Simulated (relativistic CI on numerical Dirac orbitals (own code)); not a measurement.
## Slater and spin-orbit integrals, K II

Method of calculation: Dirac-Coulomb-Breit CI, separate exchange-only KLI orbitals for each configuration, model QED (radiative potential, 1s self-energy scaled to tabulated hydrogen-like ionisation energies), valence Slater integrals scaled by 0.85, P86 correlation energy added to each configuration (own radial code, finite nucleus).

Slater integrals F^k, G^k are unscaled and averaged over j, outside the closed core [Ne]; ζ comes from projecting the Hamiltonian with its Breit term on Σ l·s of the shell.

- 3s2 3p5 4s: ζ(3p) = 1443.9, G^1(3p,4s) = 4566.5 cm⁻¹; <r>(3p) = 1.373, <r^2>(3p) = 2.216, <r>(4s) = 3.857, <r^2>(4s) = 16.84 (bohr units).
- 3s2 3p5 3d: ζ(3p) = 1396.7, F^2(3p,3d) = 44440, G^1(3p,3d) = 54336, G^3(3p,3d) = 31804, ζ(3d) = 1.2796 cm⁻¹; <r>(3p) = 1.402, <r^2>(3p) = 2.322, <r>(3d) = 2.452, <r^2>(3d) = 7.85 (bohr units).
- 3s2 3p5 4p: ζ(3p) = 1451.3, F^2(3p,4p) = 9906.8, G^0(3p,4p) = 2460.6, G^2(3p,4p) = 2853.6, ζ(4p) = 109.37 cm⁻¹; <r>(3p) = 1.368, <r^2>(3p) = 2.198, <r>(4p) = 4.73, <r^2>(4p) = 25.27 (bohr units).

In this model ζ of a weakly bound d, f or g electron outside closed shells comes out too small, for d by up to a factor of two or three and at times with the wrong sign; that of an outer p electron is too small as well.

For a near-neutral ion this model can misplace configurations by up to about 10,000 cm⁻¹ (more where the count of f electrons changes) and terms by 10 to 25 % of their spread. Rates follow the energies as ν³ (E1, M1) or ν⁵ (E2), so they and the lifetimes can be off by large factors. The fine structure of a lone outer electron comes out too small, for d and f at times inverted, and misplaced configurations move strength between like terms. 5 of the 7 excited levels that our extract of the measured tables holds in this range could be paired (the sources list more); they are missed by 1379 cm⁻¹ on average and 1822 at most, and levels without a partner can miss by more.

Averages of the first 10 configurations, taken without configuration mixing, which lowers the lowest level and can move excited configurations by several eV; other configurations of the list can lie among them:

| Configuration | Parity | States | Average energy above the lowest level (eV) |
| --- | --- | --- | --- |
| 3s2 3p6 | even | 1 | 0.0 |
| 3s2 3p5 4s | odd | 12 | 20.5 |
| 3s2 3p5 3d | odd | 60 | 22.1 |
| 3s2 3p5 4p | even | 36 | 23.3 |
| 3s 3p6 3d | even | 20 | 43.4 |
| 3s2 3p5 5s | odd | 12 | 26.4 |
| 3s2 3p5 4d | odd | 60 | 27.0 |
| 3s2 3p5 5p | even | 36 | 27.5 |
| 3s2 3p5 4f | even | 84 | 28.4 |
| 3s2 3p5 5d | odd | 60 | 28.9 |
